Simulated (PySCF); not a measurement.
Simulation results for CH$_{6}$AlBN, BFH$_{5}$NSi, BH$_{4}$NSi

All values are calculated (PySCF 2.14.0). Calculation on a computer-drawn molecule: the log of a Hartree-Fock and frozen-core CCSD(T) single point meant for a local Hartree-Fock minimum, with one planted fault or none, to be diagnosed. Offsets are logged minus clean, where the clean run is the same molecule without the fault. The reference is restricted for singlets and unrestricted otherwise, and also for a bond in bohr or an excited solution. Adding or removing an electron swaps singlet and doublet. The excited solution moves the top pair (singlet) or top alpha electron (doublet) to the lowest empty orbital. Highest occupied and lowest empty are orbital energies over both spins, largest force is the largest gradient component, triples share is (T) over the correlation energy, the T1 limit is 0.02 restricted and 0.045 unrestricted, electrons count all cores, a negative frequency is imaginary (commonest isotopes), and the dipole is about the centre of nuclear charge.

Common to all runs: meant charge 0; meant basis cc-pV(D+d)Z; logged SCF converged yes; logged CC converged yes; logged SCF stable within its kind yes; possible faults no fault, one electron removed, one electron added, multiplicity raised by two, geometry at a saddle point, SCF held on an excited solution, minimal basis STO-3G, one bond length entered in bohr, all coordinates scaled.

(1) 
```xyz
10
formula=CH6AlBN meant_multiplicity=2 logged_electrons=37 logged_basis_functions=95 logged_spin_squared=0.7594 logged_highest_occupied=-9.9582 logged_lowest_empty=0.60736 logged_largest_force=4.321e-05 logged_lowest_frequency=44.005 logged_T1_diagnostic=0.016694 logged_D1_diagnostic=0.076004 logged_triples_share=0.026434 logged_dipole_magnitude=2.4758 logged_energy_HF=-362.42579 logged_energy_CCSD(T)=-362.92522 planted_fault=no_fault HF_energy_offset_from_clean_run=0 CCSD(T)_energy_offset_from_clean_run=0
N     -2.9108     0.4225    -0.7636
B     -1.5788     0.1445    -0.4492
C     -0.6278     1.2370     0.1638
Al     1.2399     1.0305     0.6588
H     -3.5298    -0.2572    -1.1529
H     -3.3335     1.3165    -0.6208
H     -1.1834    -0.9737    -0.6675
H     -1.0850     2.2189     0.3247
H      1.9788    -0.3545     0.4598
H      2.0388     2.2559     1.2685
```

Units: logged_highest_occupied, logged_lowest_empty in eV; logged_largest_force in hartree/bohr; logged_lowest_frequency in cm⁻¹; logged_dipole_magnitude in debye; logged_energy_HF, logged_energy_CCSD(T) in hartree; HF_energy_offset_from_clean_run, CCSD(T)_energy_offset_from_clean_run in kcal/mol.

Drawn bonds:
```
atom  other atom  order
   1           2      1
   2           3      1
   3           4      1
   1           5      1
   1           6      1
   2           7      1
   3           8      1
   4           9      1
   4          10      1
```

(2) 
```xyz
10
formula=CH6AlBN meant_multiplicity=2 logged_electrons=37 logged_basis_functions=95 logged_spin_squared=1.346 logged_highest_occupied=-8.925 logged_lowest_empty=0.46255 logged_largest_force=0.026716 logged_T1_diagnostic=0.059223 logged_D1_diagnostic=0.2662 logged_triples_share=0.032044 logged_dipole_magnitude=3.2221 logged_energy_HF=-362.3053 logged_energy_CCSD(T)=-362.80708 planted_fault=one_bond_length_entered_in_bohr,row_6_of_the_drawn_bonds HF_energy_offset_from_clean_run=75.61 CCSD(T)_energy_offset_from_clean_run=74.13
N     -2.9108     0.4225    -0.7636
B     -1.5788     0.1445    -0.4492
C     -0.6278     1.2370     0.1638
Al     1.2399     1.0305     0.6588
H     -3.5298    -0.2572    -1.1529
H     -3.3335     1.3165    -0.6208
H     -0.8315    -1.9685    -0.8617
H     -1.0850     2.2189     0.3247
H      1.9788    -0.3545     0.4598
H      2.0388     2.2559     1.2685
```

Units: logged_highest_occupied, logged_lowest_empty in eV; logged_largest_force in hartree/bohr; logged_dipole_magnitude in debye; logged_energy_HF, logged_energy_CCSD(T) in hartree; HF_energy_offset_from_clean_run, CCSD(T)_energy_offset_from_clean_run in kcal/mol.

Drawn bonds:
```
atom  other atom  order
   1           2      1
   2           3      1
   3           4      1
   1           5      1
   1           6      1
   2           7      1
   3           8      1
   4           9      1
   4          10      1
```

Notes: T1 above single-reference limit.

(3) 
```xyz
9
formula=BFH5NSi meant_multiplicity=1 logged_electrons=40 logged_basis_functions=90 logged_spin_squared=2.0088 logged_highest_occupied=-5.7913 logged_lowest_empty=-1.3932 logged_largest_force=0.041886 logged_T1_diagnostic=0.020665 logged_D1_diagnostic=0.098185 logged_triples_share=0.023613 logged_dipole_magnitude=2.7628 logged_energy_HF=-470.33826 logged_energy_CCSD(T)=-470.92793 planted_fault=multiplicity_raised_by_two HF_energy_offset_from_clean_run=113 CCSD(T)_energy_offset_from_clean_run=117.5
N     -0.8494    -1.4860    -1.7845
B      0.4188    -1.4427    -1.2244
Si     1.2609    -3.0995    -0.3941
F      1.8243    -2.7466     1.0915
H     -1.4292    -2.3000    -1.7931
H     -1.2810    -0.6905    -2.2098
H      1.0148    -0.3988    -1.2627
H      2.4159    -3.5993    -1.1742
H      0.2999    -4.2168    -0.2257
```

Units: logged_highest_occupied, logged_lowest_empty in eV; logged_largest_force in hartree/bohr; logged_dipole_magnitude in debye; logged_energy_HF, logged_energy_CCSD(T) in hartree; HF_energy_offset_from_clean_run, CCSD(T)_energy_offset_from_clean_run in kcal/mol.

Drawn bonds:
```
atom  other atom  order
   1           2      1
   2           3      1
   3           4      1
   1           5      1
   1           6      1
   2           7      1
   3           8      1
   3           9      1
```

(4) 
```xyz
9
formula=BFH5NSi meant_multiplicity=1 logged_electrons=41 logged_basis_functions=90 logged_spin_squared=0.758 logged_highest_occupied=1.3378 logged_lowest_empty=9.0828 logged_largest_force=0.067619 logged_T1_diagnostic=0.016289 logged_D1_diagnostic=0.077666 logged_triples_share=0.022677 logged_dipole_magnitude=2.1841 logged_energy_HF=-470.44188 logged_energy_CCSD(T)=-471.05463 planted_fault=one_electron_added HF_energy_offset_from_clean_run=47.98 CCSD(T)_energy_offset_from_clean_run=38.01
N     -0.8494    -1.4860    -1.7845
B      0.4188    -1.4427    -1.2244
Si     1.2609    -3.0995    -0.3941
F      1.8243    -2.7466     1.0915
H     -1.4292    -2.3000    -1.7931
H     -1.2810    -0.6905    -2.2098
H      1.0148    -0.3988    -1.2627
H      2.4159    -3.5993    -1.1742
H      0.2999    -4.2168    -0.2257
```

Units: logged_highest_occupied, logged_lowest_empty in eV; logged_largest_force in hartree/bohr; logged_dipole_magnitude in debye; logged_energy_HF, logged_energy_CCSD(T) in hartree; HF_energy_offset_from_clean_run, CCSD(T)_energy_offset_from_clean_run in kcal/mol.

Drawn bonds:
```
atom  other atom  order
   1           2      1
   2           3      1
   3           4      1
   1           5      1
   1           6      1
   2           7      1
   3           8      1
   3           9      1
```

Notes: highest electron not bound in this basis.

(5) 
```xyz
7
formula=BH4NSi meant_multiplicity=1 logged_electrons=30 logged_basis_functions=23 logged_spin_squared=0 logged_highest_occupied=-5.3299 logged_lowest_empty=6.3838 logged_largest_force=0.03087 logged_T1_diagnostic=0.018494 logged_D1_diagnostic=0.070318 logged_triples_share=0.017596 logged_dipole_magnitude=1.5491 logged_energy_HF=-365.98913 logged_energy_CCSD(T)=-366.1488 planted_fault=minimal_basis_STO-3G HF_energy_offset_from_clean_run=2747 CCSD(T)_energy_offset_from_clean_run=2894
N     -0.0991     0.9122    -0.3453
B      0.7344    -0.1070     0.1087
Si     0.2046    -1.9831     0.7466
H     -1.0891     0.8284    -0.4440
H      0.2471     1.8082    -0.6218
H      1.9166     0.1484     0.1854
H      0.5611    -2.6392    -0.5771
```

Units: logged_highest_occupied, logged_lowest_empty in eV; logged_largest_force in hartree/bohr; logged_dipole_magnitude in debye; logged_energy_HF, logged_energy_CCSD(T) in hartree; HF_energy_offset_from_clean_run, CCSD(T)_energy_offset_from_clean_run in kcal/mol.

Drawn bonds:
```
atom  other atom  order
   1           2      1
   2           3      1
   1           4      1
   1           5      1
   2           6      1
   3           7      1
```
